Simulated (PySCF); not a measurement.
# Basis and Hamiltonian dependence of the ionisation energy of Cr

Cr [Ar] 3d5 4s1 (7S) → Cr+ [Ar] 3d5 (6S). Calculated with PySCF 2.14 from differences of total energies of unrestricted determinants, without spin-orbit coupling. Values in eV.

```tsv
basis	Hamiltonian	functions	UHF	r2SCAN	PBE0	MP2 (valence)	CCSD(T) (valence)	CCSD(T) (valence and next inner shell)
6-31G*	non-relativistic	34	5.459	6.167	n/a	5.644	n/a	n/a
cc-pVDZ-DK	spin-free X2C	43	6.012	n/a	7.015	6.442	n/a	n/a
pcseg-2	non-relativistic	56	5.924	n/a	6.932	6.366	n/a	n/a
x2c-TZVPPall	spin-free X2C	64	6.016	7.367	7.065	6.489	6.537	6.727
cc-pVTZ	non-relativistic	68	5.903	n/a	n/a	6.362	n/a	n/a
x2c-TZVPPall with one added diffuse shell each of s, p, d, f type	spin-free X2C	80	6.016	7.367	7.065	6.515	6.588	6.776
aug-cc-pVTZ	non-relativistic	93	5.903	7.216	6.933	6.396	6.470	n/a
def2-QZVPPD	non-relativistic	93	5.906	7.216	6.925	6.389	6.452	6.634
x2c-QZVPPall	spin-free X2C	96	6.008	7.353	7.050	6.511	6.573	n/a
aug-cc-pVTZ with one added diffuse shell each of s, p, d, f, g type	non-relativistic	118	5.903	7.216	6.933	6.399	n/a	n/a
x2c-QZVPPall with one added diffuse shell each of s, p, d, f, g type	spin-free X2C	121	6.008	7.354	7.050	6.524	n/a	n/a
aug-cc-pwCVTZ	non-relativistic	127	5.902	7.211	6.924	6.396	6.468	n/a
aug-cc-pVQZ-DK	spin-free X2C	140	6.004	7.352	7.052	6.526	n/a	n/a
aug-cc-pwCVTZ-DK with one added diffuse shell each of s, p, d, f, g type	spin-free X2C	152	6.004	7.348	7.049	6.519	n/a	n/a
```

Frozen in the all-electron rows: valence: [Ar]; valence and next inner shell: [Ne].

At UHF, 6-31G* lies more than 0.3 eV from the median of the rows with comparable relativity.

Non-relativistic rows lack the scalar-relativistic shift.

Reference for a calculation without spin-orbit coupling: 6.767 eV (measured, between term centres; NIST).
